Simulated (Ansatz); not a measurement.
`C=CBBr` + H–F → `FBBr` + `C=C` at 700 K and 1 bar (ligand exchange at a B–C bond).

Isolated molecules relaxed with PBE0-D4/def2-TZVP in Ansatz; ΔE leaves out vibrations. CCSD(T)/CBS is the MP2 limit (def2-TZVPP, def2-QZVPP) plus CCSD(T) − MP2 in def2-TZVPP, frozen cores. This one scheme is used for every species. For Br outer-core shells are correlated without core-valence functions, which leaves a few kJ/mol of doubt a bond. Scalar relativity is left out up to krypton. Each species was taken in one conformer, which may not be the lowest.

```json
{"species": "`C=CBBr`", "CCSD(T)/CBS energy (Eh)": "-2676.63535", "H − E (kJ/mol)": "203.4", "S (J/(mol·K))": "393.3"}
{"species": "H–F", "CCSD(T)/CBS energy (Eh)": "-100.39570", "H − E (kJ/mol)": "45.2", "S (J/(mol·K))": "198.5"}
{"species": "`FBBr`", "CCSD(T)/CBS energy (Eh)": "-2698.59010", "H − E (kJ/mol)": "76.6", "S (J/(mol·K))": "322.6"}
{"species": "`C=C`", "CCSD(T)/CBS energy (Eh)": "-78.48111", "H − E (kJ/mol)": "168.9", "S (J/(mol·K))": "268.4"}
```

H − E and S are ideal-gas, rigid-rotor, harmonic terms from PBE0-D4/def2-TZVP, for one conformer and one mirror image of each species. 1 Eh = 2625.50 kJ/mol, R = 8.31446 J/(mol·K).

Problem. By hand: ΔE, ΔH, ΔS and ΔG.

Solution. ΔE = (-2698.59010) + (-78.48111) − (-2676.63535) − (-100.39570) = -0.04016 Eh = -105.4 kJ/mol. Δ(H − E) = 76.6 + 168.9 − 203.4 − 45.2 = -3.1, so ΔH = -108.5 kJ/mol. ΔS = 322.6 + 268.4 − 393.3 − 198.5 = -0.8 J/(mol·K). ΔG = -108.5 − 700 × (-0.8)/1000 = -107.9 kJ/mol.

Problem. By hand: the equilibrium constant, and the temperature at which ΔG would vanish if ΔH and ΔS stayed fixed.

Solution. log₁₀ K = −ΔG/(RT ln 10) = 8.1. ΔG = 0 at ΔH/ΔS = 135625 K, far beyond where these terms or the molecules hold.

The number of gas molecules stays the same, so ΔS is small and ΔH decides. A doubt of 5 kJ/mol in ΔE shifts log₁₀ K by 0.4 here. Other conformers and mirror images would add mixing entropy, several J/(mol·K) or more a flexible species. These are equilibria of isolated gas molecules and say nothing of rates. Largest T1 diagnostic: 0.011 (customary marks: 0.02 for closed shells, 0.045 for open ones).
